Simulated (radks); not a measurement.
Sn18+, configuration [Ar] 3d10 4s2 4p2. Method: scalar-relativistic Kohn-Sham, RPBE, spin-unpolarised, spherical densities, point nucleus; computed with a radial shooting solver on a logarithmic mesh with Libxc functionals. Some entries of the table are withheld. Estimate them.

| orbital | occ. | eigenvalue (hartree) | r(max) (bohr) |
|---|---|---|---|
| 1s | 2 | (1) | (2) |
| 2s | 2 | -178.7616 | 0.1060 |
| 2p | 6 | -162.3271 | (3) |
| 3s | 2 | -48.02590 | 0.3060 |
| 3p | 6 | -42.64461 | 0.2990 |
| 3d | 10 | -34.45406 | 0.2483 |
| 4s | 2 | -19.73139 | 0.7004 |
| 4p | 2 | (4) | 0.7231 |

Answer. 
(1) 1s eigenvalue (hartree): -1084.344
(2) 1s r(max) (bohr): 0.01877
(3) 2p r(max) (bohr): 0.08490
(4) 4p eigenvalue (hartree): -17.85420
